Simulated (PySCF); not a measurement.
Isomers of C2H12NPSi2, mass 137.025 u with the commonest isotopes. The calculation used CAM-B3LYP/def2-SVPD in PySCF (dipole) on a GFN2-xTB geometry, gas phase. One conformer each, none proved a minimum here; rigid rotors.

Question: Order these by out-of-plane moment Σ m c² = (Ia + Ib − Ic)/2, largest first.
A. `[CH3:1][C@H:2]([NH:3][SiH3:4])[SiH2:5][PH2:6]` with C1–C2–N3–Si4 89°, C1–C2–Si5–P6 175°, C2–Si5–P6–H 65° and -27°
B. `[CH3:1][Si@H:2]([PH2:3])[CH2:4][SiH2:5][NH2:6]` with C1–Si2–P3–H 72° and 165°, C1–Si2–C4–Si5 -68°, Si2–C4–Si5–N6 175°, C4–Si5–N6–H -177° and 44°
C. `[CH3:1][CH2:2][NH:3][SiH2:4][PH:5][SiH3:6]` with C1–C2–N3–Si4 -89°, C2–N3–Si4–P5 176°, N3–Si4–P5–Si6 -92°
D. `[CH3:1][N:2]([CH3:3])[Si@@H:4]([SiH3:5])[PH2:6]` with C1–N2–Si4–Si5 -151°, N2–Si4–P6–H -168° and -75°
E. `[CH3:1][CH2:2][NH:3][SiH2:4][SiH2:5][PH2:6]` with C1–C2–N3–Si4 -143°, C2–N3–Si4–Si5 49°, N3–Si4–Si5–P6 58°, Si4–Si5–P6–H -61° and -154°
F. `[CH3:1][SiH2:2][NH:3][Si@H:4]([CH3:5])[PH2:6]` with C1–Si2–N3–Si4 -174°, Si2–N3–Si4–C5 -51°, N3–Si4–P6–H -173° and 95°
G. `[CH3:1][NH:2][SiH2:3][CH2:4][SiH2:5][PH2:6]` with C1–N2–Si3–C4 -176°, N2–Si3–C4–Si5 178°, Si3–C4–Si5–P6 -178°, C4–Si5–P6–H 175° and 82°

Answer: E (44.40 u·Å²), C (35.30 u·Å²), B (26.60 u·Å²), D (24.80 u·Å²), F (23.02 u·Å²), A (18.46 u·Å²), G (11.19 u·Å²).

Question: Order these by radius of gyration √(Σ m r²/M), largest first.
A. `[CH3:1][Si@H:2]([PH2:3])[CH2:4][SiH2:5][NH2:6]` with C1–Si2–P3–H 72° and 165°, C1–Si2–C4–Si5 -68°, Si2–C4–Si5–N6 175°, C4–Si5–N6–H -177° and 44°
B. `[CH3:1][N:2]([CH3:3])[Si@@H:4]([SiH3:5])[PH2:6]` with C1–N2–Si4–Si5 -151°, N2–Si4–P6–H -168° and -75°
C. `[CH3:1][SiH2:2][NH:3][Si@H:4]([CH3:5])[PH2:6]` with C1–Si2–N3–Si4 -174°, Si2–N3–Si4–C5 -51°, N3–Si4–P6–H -173° and 95°
D. `[CH3:1][CH2:2][NH:3][SiH2:4][SiH2:5][PH2:6]` with C1–C2–N3–Si4 -143°, C2–N3–Si4–Si5 49°, N3–Si4–Si5–P6 58°, Si4–Si5–P6–H -61° and -154°
E. `[CH3:1][NH:2][SiH2:3][CH2:4][SiH2:5][PH2:6]` with C1–N2–Si3–C4 -176°, N2–Si3–C4–Si5 178°, Si3–C4–Si5–P6 -178°, C4–Si5–P6–H 175° and 82°

Answer: E (2.700 Å), A (2.419 Å), C (2.336 Å), D (2.221 Å), B (2.092 Å).

Question: Order these by dipole moment, smallest first.
A. `[CH3:1][C@H:2]([NH:3][SiH3:4])[SiH2:5][PH2:6]` with C1–C2–N3–Si4 89°, C1–C2–Si5–P6 175°, C2–Si5–P6–H 65° and -27°
B. `[CH3:1][CH2:2][NH:3][SiH2:4][SiH2:5][PH2:6]` with C1–C2–N3–Si4 -143°, C2–N3–Si4–Si5 49°, N3–Si4–Si5–P6 58°, Si4–Si5–P6–H -61° and -154°
C. `[CH3:1][SiH2:2][NH:3][Si@H:4]([CH3:5])[PH2:6]` with C1–Si2–N3–Si4 -174°, Si2–N3–Si4–C5 -51°, N3–Si4–P6–H -173° and 95°
D. `[CH3:1][Si@H:2]([PH2:3])[CH2:4][SiH2:5][NH2:6]` with C1–Si2–P3–H 72° and 165°, C1–Si2–C4–Si5 -68°, Si2–C4–Si5–N6 175°, C4–Si5–N6–H -177° and 44°
E. `[CH3:1][N:2]([CH3:3])[Si@@H:4]([SiH3:5])[PH2:6]` with C1–N2–Si4–Si5 -151°, N2–Si4–P6–H -168° and -75°

Answer: C (0.81 D), E (1.01 D), D (1.43 D), A (1.64 D), B (1.85 D).

```json
{"SMILES": "C[Si@H](P)C[SiH2]N", "point group": "C1", "Ia (u·Å²)": "147.91", "Ib (u·Å²)": "680.29", "Ic (u·Å²)": "775.00", "κ": "-0.93", "μa (D)": "1.27", "μb (D)": "0.30", "μc (D)": "0.58"}
{"SMILES": "CN[SiH2]C[SiH2]P", "point group": "–", "Ia (u·Å²)": "71.44", "Ib (u·Å²)": "939.01", "Ic (u·Å²)": "988.07", "κ": "-0.99", "μa (D)": "1.22", "μb (D)": "0.50", "μc (D)": "0.13"}
{"SMILES": "CCN[SiH2][SiH2]P", "point group": "C1", "Ia (u·Å²)": "250.41", "Ib (u·Å²)": "470.17", "Ic (u·Å²)": "631.78", "κ": "-0.55", "μa (D)": "1.72", "μb (D)": "0.32", "μc (D)": "0.60"}
{"SMILES": "C[SiH2]N[Si@H](C)P", "point group": "C1", "Ia (u·Å²)": "165.09", "Ib (u·Å²)": "605.74", "Ic (u·Å²)": "724.78", "κ": "-0.88", "μa (D)": "0.59", "μb (D)": "0.19", "μc (D)": "0.52"}
{"SMILES": "CN(C)[Si@@H]([SiH3])P", "point group": "C1", "Ia (u·Å²)": "305.61", "Ib (u·Å²)": "319.03", "Ic (u·Å²)": "575.06", "κ": "0.82", "μa (D)": "0.02", "μb (D)": "0.99", "μc (D)": "0.20"}
{"SMILES": "CCN[SiH2]P[SiH3]", "point group": "C1", "Ia (u·Å²)": "165.24", "Ib (u·Å²)": "611.61", "Ic (u·Å²)": "706.26", "κ": "-0.91", "μa (D)": "0.92", "μb (D)": "0.92", "μc (D)": "0.22"}
{"SMILES": "C[C@H](N[SiH3])[SiH2]P", "point group": "C1", "Ia (u·Å²)": "223.52", "Ib (u·Å²)": "483.09", "Ic (u·Å²)": "669.70", "κ": "-0.61", "μa (D)": "1.23", "μb (D)": "1.08", "μc (D)": "0.07"}
```
